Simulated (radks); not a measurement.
Rh, 45 electrons, occupied as [Kr] 4d6 5s1 5p2 (not the ground configuration). Calculated with a radial shooting solver on a logarithmic mesh with Libxc functionals: scalar-relativistic Kohn-Sham, PBEsol, spin-polarised, spherical densities, point nucleus; open shells are filled with parallel spins first (spin-orbit coupling, left out, can overturn this in heavy ions).

Unscreened Slater integrals over Kohn-Sham orbitals (cm^-1). They are taken over the spin-up orbitals.

integral,value
"F0(5p,5p)",54763
"F2(5p,5p)",28935
"F0(5p,5s)",61137
"G1(5p,5s)",38344
"F0(5p,4d)",69299
"F2(5p,4d)",18742
"G1(5p,4d)",7823.8
"G3(5p,4d)",6375.6
"F0(5p,4p)",71008
"F2(5p,4p)",13660
"G0(5p,4p)",2549.5
"G2(5p,4p)",3226.8
"F0(5s,5s)",71001
"F0(5s,4d)",86405
"G2(5s,4d)",14843
"F0(5s,4p)",89657
"G1(5s,4p)",5793.8
"F0(4d,4d)",140160
"F2(4d,4d)",69704
"F4(4d,4d)",45484
"F0(4d,4p)",158220
"F2(4d,4p)",77544
"G1(4d,4p)",97124
"G3(4d,4p)",59302
"F0(4p,4p)",184870
"F2(4p,4p)",97073

Derived for the open shells (J is the average intra-shell exchange parameter used in DFT+U). 4d: Racah B = F2/49 - 5 F4/441 = 906.8 cm^-1, C = 35 F4/441 = 3610 cm^-1, C/B = 3.98, F4/F2 = 0.653, J = (F2 + F4)/14 = 8228 cm^-1. 5p: J = F2/5 = 5787 cm^-1.
